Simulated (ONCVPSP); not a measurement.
# Which setting gave this result? (Be (Z = 4), ONCV)

Base potential:

ONCVPSP 4.0.1 input, shortened (lines: element, Z, core and valence counts, functional; n l f; lmax; l rc ep ncon nbas qcut; lloc lpopt rc5 dvloc0; l nproj debl; icmod fcfact rcfact), LDA (Perdew-Wang 92), scalar-relativistic:

```
  Be 4.00    1    1  -001012      upf
    1    0    2.00
    2    0    2.00
    2
    0    1.90    0.00    3    7    3.10
    1    1.45    0.22    4    8    4.50
    2    1.70    0.24    4    9    5.70
    4    4    1.05    0.00
    0    2    2.30
    1    2    2.30
    2    1    2.50
    0    0.00    0.00
```

Cutoffs, loose and tight: the cutoffs (Ha) at which the residual kinetic energy of the hardest occupied pseudo-wave falls to 1 and 0.1 mHa per electron. They do not see the model core or the augmentation charge, which bear on the density cutoff. Test errors are all-electron minus pseudo excitation energies from the reference, over the configurations 2s1; 2s1.5; 2s1 2p1; 2s0 2p2; variants that change the core or the reference have their own tests. The largest error is taken over the tests solved by every variant that gives reliable tests at all, those not shown here included: 2s1; 2s1 2p1; 2s1.5.

Only the s radius is moved:

| s radius (bohr) | cutoff, loose | cutoff, tight | bound ghosts | largest test error (meV) |
| --- | --- | --- | --- | --- |
| 1.38 | 6.1 Ha | 30 Ha | none | +18 |
| 1.54 | 6.0 Ha | 46 Ha | none | +19 |
| 1.74 | 5.3 Ha | 37 Ha | none | +18 |
| 1.86 | 4.7 Ha | 32 Ha | none | +17 |
| 2.24 | 3.5 Ha | 7.8 Ha | none | +11 |
| 2.4 | 3.2 Ha | 5.1 Ha | none | +8.5 |
| 2.56 | 2.7 Ha | 4.2 Ha | none | +5.3 |
| 2.76 | 2.3 Ha | 3.8 Ha | none | -3.0 |

One more run gave cutoff, loose: 4.0 Ha; cutoff, tight: 18 Ha; bound ghosts: none; largest test error (meV): +14. Which value of the s radius was used?

2.04 bohr. The loose cutoff moves one way along this sweep, from 6.1 Ha at 1.38 to 2.3 Ha at 2.76 bohr, which places the run between 1.86 and 2.24 bohr.
